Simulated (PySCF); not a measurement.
Species: CH$_{8}$BN$_{2}$O, charge 1, multiplicity 1. It need not be the lowest isomer of its formula. 
Structure (B3LYP-D3(BJ)/def2-TZVP (Ansatz) minimum search):
```xyz
13

C      2.0367    -0.0984     0.1157
O      0.7019    -0.6458     0.1309
B     -0.3947     0.0919    -0.0333
N     -0.5747     1.4468    -0.2437
N     -1.6806    -0.8206     0.0386
H      2.1495     0.6283     0.9201
H      2.2374     0.3651    -0.8501
H      2.7196    -0.9270     0.2729
H      0.2030     2.0864    -0.3002
H     -1.4626     1.9084    -0.3564
H     -2.3089    -0.5591     0.8015
H     -2.2282    -0.8009    -0.8244
H     -1.3844    -1.7868     0.1970
```
Charge +1, spin multiplicity 1.

Dispersion corrections to the total energy (kcal/mol) from the dftd3 and dftd4 libraries through PySCF: D3(BJ) without and D4 with the three-body term, each with the damping fitted for the functional named.

```csv
functional,D3(BJ),D4
BLYP,…,-9.47
PW6B95,-2.31,-3.63
TPSS,-6.29,-5.72
TPSSh,-5.73,-5.21
BP86,-7.51,-5.48
B3LYP,-8.45,…
CAM-B3LYP,-3.71,…
```

### Question
Some entries are withheld; supply them.

### Answer

- BLYP, D3(BJ): -10.41
- B3LYP, D4: -6.71
- CAM-B3LYP, D4: -3.52
